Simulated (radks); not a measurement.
Task: Dy1.3+, 64.7 electrons, occupied as [Kr] 4d10 4f10 5s1.7 5p6 6s1 (fractional occupations, a model configuration). Calculated with a radial shooting solver on a logarithmic mesh with Libxc functionals: Dirac Kohn-Sham, PBEsol, spin-unpolarised, spherical densities, finite nucleus; open shells fill j = l - 1/2 first; Fermi nuclear charge, rms radius 5.2218 fm. Some entries of the table are withheld. Estimate them.

orbital  occ.  eigenvalue (eV)  <r> (bohr)
1s1/2       2        -53579.28     0.02112
2s1/2       2        -8926.548     0.08925
2p1/2       2        -8491.945     0.07439
2p3/2       4        -7692.224     0.08144
3s1/2       2        -1994.437      0.2342
3p1/2       2              (1)      0.2238
3p3/2       4              (2)      0.2372
3d3/2       4        -1311.501      0.2097
3d5/2       6        -1275.224      0.2138
4s1/2       2        -402.4270      0.5301
4p1/2       2        -327.5224      0.5406
4p3/2       4        -290.3746      0.5714
4d3/2       4        -166.9283      0.6040
4d5/2       6        -160.2055      0.6149
5s1/2     1.7         -59.2198       1.297
5p1/2       2         -38.9352       1.460
5p3/2       4         -34.1374       1.562
4f5/2       6         -13.9180      0.8545
4f7/2       4         -13.0348      0.8723
6s1/2       1         -11.0208         (3)

Result: 
(1) 3p1/2 eigenvalue (eV): -1804.550
(2) 3p3/2 eigenvalue (eV): -1638.497
(3) 6s1/2 <r> (bohr): 3.540
